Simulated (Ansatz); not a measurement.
# Ligand exchange: CH2BrCl + BH2(CH3) → C2H5Cl + BH2Br

Gas-phase species: CH2BrCl (bromochloromethane) `ClCBr`, singlet; BH2(CH3), singlet; C2H5Cl (chloroethane) `CCCl`, singlet; BH2Br `BBr`, singlet. The partners trade Br for CH3: C–Br and B–CH3 bonds give way to C–CH3 and B–Br.

Shapes, held fixed at every level: PBE0-D4/def2-TZVP. Programs: Ansatz 0.2.0. The zero-point and thermal change to 298 K, harmonic and unscaled (PBE0-D4/def2-TZVP), is +6.1 kJ/mol.

| level | kind | ΔH(298 K) (kJ/mol) | less CCSD(T)/def2-TZVPP |
| --- | --- | --- | --- |
| HF/def2-SVP | Hartree–Fock | -129.5 | -15.9 |
| PBE-D4/def2-TZVPP | GGA | -104.1 | +9.5 |
| BHLYP-D4/def2-TZVPP | global hybrid | -111.0 | +2.6 |
| MP2/def2-SVP | perturbation theory | -130.1 | -16.5 |
| CCSD(T)/def2-SVP | coupled cluster or CI | -130.2 | -16.6 |
| CCSD/def2-TZVPP | coupled cluster or CI | -114.1 | -0.5 |
| CCSD(T)/def2-TZVPP | coupled cluster or CI | -113.6 | 0.0 |

The highest level, CCSD(T)/def2-TZVPP, gives ΔH(298 K) = -113.6 kJ/mol; the levels span -130.2 to -104.1. The column of differences is taken from that level and isn't an error. No measured value is set beside it here. Relativity is left out for Br. Outer-core shells of Br are correlated, in sets that cover them unevenly.
